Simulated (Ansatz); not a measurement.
Program: Ansatz. Geometries: PBE0-D4/def2-TZVP. ΔE: electronic, gas phase. CCSD(T)/CBS is the MP2 limit (def2-TZVPP, def2-QZVPP) plus CCSD(T) − MP2 in def2-TZVPP, frozen cores. This one scheme is used for every species, atoms too. DFT in def2-TZVPP. HSE06 is defined as in plane-wave codes. No spin–orbit coupling; open shells (•) take unrestricted orbitals. Spin–orbit coupling would lower the free atoms: a little for Cl, Si; clearly for Br. For Br outer-core shells are correlated without core-valence functions, so the limit isn't a true one: a few kJ/mol of doubt a bond, and 10 to 20 or more in all where bonds break to atoms. Scalar relativity is left out up to krypton.

`Cl[Si](Br)(Br)Br` → 3 Br• + Cl• + Si•  (atomization)

CCSD(T)/CBS gives +15.11 eV.

Q: Another level gave +14.94 eV. Which?
A. HSE06-D4/def2-TZVPP
B. r2SCANh/def2-TZVPP
C. BHLYP/def2-TZVPP
D. CAM-B3LYP-D4/def2-TZVPP

A: B. r2SCANh 14.94, CAM-B3LYP-D4 14.34, BHLYP 13.61, HSE06-D4 15.00 eV.

Largest T1 diagnostic among the species: 0.012.

The D4 term adds +0.52 eV with B3LYP and +0.27 eV with PBE0; it sums over pairs of atoms, weighted by their polarisabilities, and B3LYP, whose exchange is more repulsive, gets the larger term. At CCSD(T), def2-SVP lies −1.99 eV from the extrapolated value and def2-TZVPP −0.87 eV: correlation converges slowly with the basis, and small sets miss more of it in the bonded molecule than in its fragments. From BLYP to BHLYP (50 % exact exchange), in def2-TZVPP and without D4, ΔE moves by −0.04 eV: exact exchange takes away binding that semilocal exchange gives to molecules.

B3LYP here is the variant with VWN-RPA as its local correlation; programs differ in this.

For atomizations the MP2-based limit and the directly extrapolated one differ by several kJ/mol either way, and by 10 to 25 for some Ge, Se and Sn compounds, so smaller differences from it don't rank the levels.
